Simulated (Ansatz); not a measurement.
`[O]=[Mo]([OH])([Cl])([Cl])[Cl]` + H–F → `[O]=[Mo]([F])([Cl])([Cl])[Cl]` + H₂O  (ligand exchange at a Mo–O bond)

Isolated molecules relaxed with PBE0-D4/def2-TZVP in Ansatz; ΔE leaves out vibrations. CCSD(T)/CBS is the MP2 limit (def2-TZVPP, def2-QZVPP) plus CCSD(T) − MP2 in def2-TZVPP, frozen cores. This one scheme is used for every species. DFT in def2-TZVPP. B3LYP here is the variant with VWN-RPA as its local correlation; programs differ in this. HSE06 is defined as in plane-wave codes. def2 core potentials past Kr. For Mo outer-core shells are correlated without core-valence functions, which leaves a few kJ/mol of doubt a bond. Each species was taken in one conformer, which may not be the lowest.

`[O]=[Mo]([OH])([Cl])([Cl])[Cl]`:

Cartesian coordinates in Å:
```
O 0.139 -1.481 1.218
Mo -0.197 -0.254 0.181
O 1.495 0.175 -0.439
Cl -0.686 -1.157 -1.854
Cl -2.449 -0.024 0.491
Cl -0.070 1.764 1.299
H 1.768 0.977 -0.897
```

H–F:

Z-matrix (Å, degrees):
```
F
H 1 0.920
```

`[O]=[Mo]([F])([Cl])([Cl])[Cl]`:

Z-matrix (Å, degrees):
```
Mo
F 1 1.848
Cl 1 2.270 2 84.6
Cl 1 2.270 2 84.6 3 -150.3
O 1 1.638 2 104.7 3 104.8
Cl 1 2.269 2 152.6 3 -75.2
```

H₂O:

Z-matrix (Å, degrees):
```
O
H 1 0.960
H 1 0.960 2 105.1
```

```tsv
level	ΔE (kJ/mol)	difference from CCSD(T)/CBS
LDA (SPW92)	-18.7	-8.0
PBE-D4	-22.6	-11.9
revPBE-D4	-20.6	-9.9
BLYP-D4	-24.0	-13.3
r2SCAN-D4	-24.7	-14.0
B3LYP-D4	-20.6	-9.9
r2SCANh-D4	-22.4	-11.7
r2SCAN0-D4	-19.3	-8.6
HSE06-D4	-17.7	-7.0
BHLYP-D4	-17.9	-7.2
CAM-B3LYP-D4	-21.1	-10.4
ωB97X-V	-20.4	-9.7
B2PLYP	-18.7	-8.0
PBE-QIDH	-12.7	-2.0
PBE	-25.4	-14.7
revPBE	-27.4	-16.7
BLYP	-29.9	-19.2
r2SCAN	-25.4	-14.7
PBE0	-20.2	-9.5
r2SCANh	-23.2	-12.5
r2SCAN0	-20.2	-9.5
HSE06	-20.0	-9.3
BHLYP	-21.6	-10.9
CAM-B3LYP	-23.7	-13.0
LC-ωPBE	-22.2	-11.5
RPA@PBE/def2-TZVPP	-15.4	-4.7
HF/def2-SVP	-17.0	-6.3
MP2/def2-SVP	-9.0	1.7
CCSD/def2-SVP	-12.9	-2.2
CCSD(T)/def2-SVP	-12.6	-1.9
HF/def2-TZVPP	-21.7	-11.0
MP2/def2-TZVPP	-5.4	5.3
SCS-MP2/def2-TZVPP	-9.2	1.5
CCSD/def2-TZVPP	-12.0	-1.3
CCSD(T)/def2-TZVPP	-10.5	0.2
HF/def2-QZVPP	-24.4	-13.7
MP2/def2-QZVPP	-6.5	4.2
SCS-MP2/def2-QZVPP	-10.2	0.5
HF/CBS(def2)	-24.7	-14.0
MP2/CBS(def2)	-5.6	5.1
CCSD(T)/CBS	-10.7	0
```

What do rigid-rotor, harmonic-oscillator terms from PBE0-D4/def2-TZVP frequencies (298.15 K, 1 bar) make of the CCSD(T)/CBS value? (An estimate is asked.)

The calculation gave: ΔZPE = +2.9 kJ/mol, ΔH = -8.4 kJ/mol, ΔS = -1 J/(mol·K), ΔG = -8.1 kJ/mol. Modes under 50 cm⁻¹ make the entropy rough.

Largest T1 diagnostic among the species: 0.025, so the coupled-cluster value is less sure than usual.

From PBE to PBE0 (25 % exact exchange), in def2-TZVPP and without D4, ΔE moves by +5.2 kJ/mol. Leaving LDA and LC-ωPBE aside and taking each functional with its dispersion term where it has one, the values, not all of them listed here, spread over 15.1 kJ/mol, from B97M-V to PBE-QIDH. LDA lies +6.7 kJ/mol from PBE without D4.

CCSD(T)/CBS has its own doubt, a few kJ/mol and more with outer-core shells, so smaller differences from it don't rank the levels.
